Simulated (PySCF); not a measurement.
## Two-component Hartree-Fock for Ar²⁺ (argon, charge +2)

Start: [Ne] 3s1 3p5; 3s1/2 filled at m_j = +1/2; 3p1/2 filled at m_j = -1/2, +1/2; 3p3/2 filled at m_j = -1/2, +1/2, +3/2. Calculated with PySCF 2.14 in x2c-TZVPall-2c (5s6p2d1f, 40 functions): generalised Hartree-Fock with the X2C-1e Hamiltonian and a Gaussian nucleus; one run each with spin-orbit coupling (SO) switched off, then screened by Boettger's factors. This is a chosen level, not necessarily the ground level.

| spinor shell | electrons | ε, spin-free (eV) | ε, screened SO (eV) | weight of nominal j (screened SO) | rms radius, screened SO (bohr) |
| --- | --- | --- | --- | --- | --- |
| 1s1/2 | 2 | -3272.5 | -3272.5 | 1.000 | 0.0991 |
| 2s1/2 | 2 | -368.65 | -368.62 | 1.000 | 0.446 |
| 2p1/2 | 2 | -291.95 | -293.82 | 0.962 | 0.414 |
| 2p3/2 | 4 | -291.95 | -291.00 | 0.981 | 0.417 |
| 3s1/2 | 1 | -64.883 | -64.870 | 1.000 | 1.42 |
| 3p1/2 | 2 | -42.022 | -41.646 | 0.665 | 1.60 |
| 3p3/2 | 3 | -42.022 | -42.284 | 0.776 | 1.59 |

```json
{"quantity": "E (hartree)", "spin-free": "-526.47090", "screened SO": "-526.47496"}
{"quantity": "M_J", "spin-free": "2", "screened SO": "2"}
{"quantity": "⟨J²⟩", "spin-free": "6.010", "screened SO": "6.010"}
{"quantity": "⟨L²⟩", "spin-free": "2.003", "screened SO": "2.003"}
{"quantity": "⟨S²⟩", "spin-free": "2.007", "screened SO": "2.006"}
```

Each row is a mean over spinors that exchange with the open shell spreads, by up to 6.447 eV (3p1/2).

Rows whose weight is well below 1 are mixtures of j = l ± 1/2: exchange outweighs spin-orbit coupling there, and the label is only the starting occupation.

Without spin-orbit coupling the j labels of p, d and f shells carry no meaning; the spin-free column gives the mean over the occupied spinors of each nl shell.
